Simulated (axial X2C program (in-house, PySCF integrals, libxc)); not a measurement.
# Which molecule has these constants?

Calculated with an axial X2C code built on PySCF integrals, spin-free (one-electron X2C) or two-component (2c: spin–orbit coupling with atomic mean-field Coulomb and Gaunt terms, which also bring small scalar terms), in Dyall basis sets with cores contracted in-house; open shells are unrestricted.

A two-component PBE0 calculation in a Dyall 3-zeta basis gave Re = 2.658 Å, ωe = 284.6 cm⁻¹, dipole magnitude 1.84 D, Ω = 4.

Question: Which molecule is it?
A. VH
B. LiV
C. KV
D. NaV

Answer: B. The others have NaV 3.054 Å and 148.1 cm⁻¹ (Ω = 2); KV 3.434 Å and 106.0 cm⁻¹ (Ω = 2); VH 1.682 Å and 1659.1 cm⁻¹ (Ω = 4).

Each entry is the lowest single determinant of a limited PBE0 search at one distance. De goes to single-determinant-based atoms at the same level (for ions the charge split of lowest energy) and is withheld (n/a) where an atom does not fit its ground term or J level. Main or longest-lived isotopes. One determinant is a doubtful description, or other states lie close, for LiV, NaV, KV, VH; these need not be ground states, and all values refer to the states named. Some open-shell Ω = 0 determinants are out of reach, so the Ω given for LiV, NaV, KV, VH need not be the lowest component. With several unpaired electrons the Ω given is that of one determinant, not necessarily of the lowest component. The functionals have no current term, which raises determinants with orbital currents.
